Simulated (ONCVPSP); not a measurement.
## Logarithmic derivatives: germanium (Ge), ONCV

* Element: Ge
* Generator: ONCVPSP 4.0.1
* Type: optimised norm-conserving Vanderbilt (ONCV)
* Functional: PBE
* Relativity: fully relativistic
* Frozen core: [Ar] 3d10
* Valence charge: 4
* Reference configuration: 4s2 4p2
* Partial waves: 4s: rc 1.55 bohr, ncon 4, nbas 7, qcut 3.8 1/bohr, 2 projectors, debl 3.3 Ha; 4p: rc 2.05 bohr, ncon 4, nbas 8, qcut 3.3 1/bohr, 2 projectors, debl 3 Ha; d scattering state at 0.17 Ha: rc 2.20 bohr, ncon 4, nbas 9, qcut 4.4 1/bohr, 2 projectors, debl 0.8 Ha
* Local potential: polynomial inside 1.30 bohr (lpopt 5, dvloc0 2 Ha)
* Core correction: none

Open shells are filled in proportion to 2j + 1.

The phase is arctan(r·R′/R) of the radial function R(r), unwrapped; energies in Ha, scanned from -2 to 5 Ha. A pole is an energy at which the radial function vanishes at the test radius. The pseudo phase is shifted by a multiple of π to meet the all-electron one at the reference energy, and phase errors are pseudo minus all-electron; the curves can meet again beyond the range given. Levels narrower than the energy grid can be missing from the lists of poles.

**Question.** For each channel, where are the poles, and over which energies does the pseudopotential scatter like the atom?

**Answer.**

```
channel  radius (bohr)  reference energy (Ha)  poles, all-electron  poles, pseudo  unbroken range about the reference energy with phases within 0.05 rad  phase error 1 Ha above the reference energy (rad)
      s           1.58                  -0.43                 3.32     3.31, 4.88                                                              below 4.5                                             -0.001
   p3/2           2.08                  -0.14                 1.56           1.55                                                              below 3.8                                             -0.001
   p1/2           2.08                  -0.15                 1.50           1.50                                                              below 3.8                                             -0.001
   d5/2           2.23                   0.17          -1.04, 2.34           2.12                                                            -0.8 to 2.2                                             -0.001
   d3/2           2.23                   0.17          -1.06, 2.33           2.12                                                            -0.8 to 2.2                                             -0.001
```

Note: ghosts flagged at negative energy: d5/2 at -961.6 eV, d3/2 at -1287.4 eV; GHOST(+) flagged for s at 130.1 eV, d3/2 at 357.9 eV, d5/2 at 361.5 eV. A true bound ghost makes a file unfit for plane-wave use.

Phases in the p1/2 channel:

```tsv
E (Ha)	all-electron	pseudo
-1.98	1.191	1.190
-1.62	1.116	1.115
-1.26	0.990	0.988
-0.90	0.742	0.740
-0.54	0.179	0.178
-0.18	-0.647	-0.647
0.18	-1.117	-1.118
0.54	-1.331	-1.332
0.90	-1.450	-1.450
1.26	-1.528	-1.529
1.62	-1.590	-1.591
1.98	-1.646	-1.647
2.34	-1.706	-1.706
2.70	-1.780	-1.780
3.06	-1.893	-1.893
3.42	-2.112	-2.116
3.78	-2.685	-2.728
4.14	-3.710	-3.792
4.50	-4.206	-4.261
4.86	-4.398	-4.442
```
